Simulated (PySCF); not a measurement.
Input of a run (PBE0-D3(BJ)/def2-SVP geometry optimisation, gas phase (PySCF 2.14.0)), started from GFN2-xTB:
```
{"job": {"xc": "PBE0", "basis": "def2-SVP", "d3": "d3bj", "grid": 1, "shake": 0.01, "kind": "geom"}, "charge": 0, "multiplicity": 1}
N      1.689340    -0.041190    -0.450780
C      0.681150    -0.110190     0.642400
B     -0.854090    -0.087080     0.107570
O     -1.409400    -1.248600    -0.175070
O     -1.518360     1.061490    -0.151230
H      1.571320    -0.831130    -1.047890
H      1.467800     0.789640    -1.035090
H      0.927470    -1.019440     1.182030
H      0.897490     0.734130     1.340700
H     -2.332000    -1.157720    -0.513590
H     -1.082600     1.884270     0.085270
```

Output (energies in Eh, forces in Eh/bohr):
```
step   0  E = -271.36301965  max force = 0.044868
step   1  E = -271.36694621  max force = 0.016022
step   2  E = -271.36781960  max force = 0.005547
step   3  E = -271.36795333  max force = 0.003189
step   4  E = -271.36803741  max force = 0.001178
step   5  E = -271.36808160  max force = 0.000694
step   6  E = -271.36816672  max force = 0.001715
step   7  E = -271.36823494  max force = 0.002978
step   8  E = -271.36832476  max force = 0.002777
step   9  E = -271.36878948  max force = 0.001476
step  10  E = -271.36885812  max force = 0.000843
step  11  E = -271.36922170  max force = 0.003975
step  12  E = -271.36977556  max force = 0.006485
step  13  E = -271.36965505  max force = 0.011353
step  14  E = -271.37060359  max force = 0.004678
step  15  E = -271.37096022  max force = 0.002285
step  16  E = -271.37092436  max force = 0.003846
step  17  E = -271.37132730  max force = 0.001415
step  18  E = -271.37135968  max force = 0.000453
step  19  E = -271.37139052  max force = 0.000309
step  20  E = -271.37141580  max force = 0.000979
step  21  E = -271.37143173  max force = 0.001085
step  22  E = -271.37144573  max force = 0.000735
step  23  E = -271.37144945  max force = 0.000406
optimisation converged
```

Task: Summarise the run.

Result: The energy falls by 5.3 kcal/mol over 24 energy and gradient evaluations, the largest force component goes from 0.0449 to 4.1e-04 Eh/bohr, and the atoms move by 0.934 Å rms after alignment. Among the bonds, C2–B3 and B3–O4 change most and about equally (-0.041 to +0.041 Å). Bonds longer at the end by more than 0.005 Å: 4 of 10; shorter: 5. Among the angles that change most is N1–C2–H8, from 104.5° to 108.7°. Among the dihedrals that turn most is H8–C2–B3–O5, from 156° to 57°. The energy rose by more than 1e-6 Eh at steps 13 and 16. The first step brought 47 % of the lowering.

Task: What are the final bond lengths?

Result: N1–C2 1.460 Å, C2–B3 1.585 Å, B3–O4 1.359 Å, B3–O5 1.368 Å, N1–H6 1.019 Å, N1–H7 1.019 Å, C2–H8 1.107 Å, C2–H9 1.108 Å, O4–H10 0.964 Å, O5–H11 0.961 Å. Numbering counts from 1 in the input's order; the species is `NCB(O)O`.

The run used 100 basis functions and 164 SCF cycles in all.

No PBE0-D3(BJ)/def2-SVP frequencies stand behind this structure, so it isn't proved a minimum. One conformer, not necessarily the lowest.
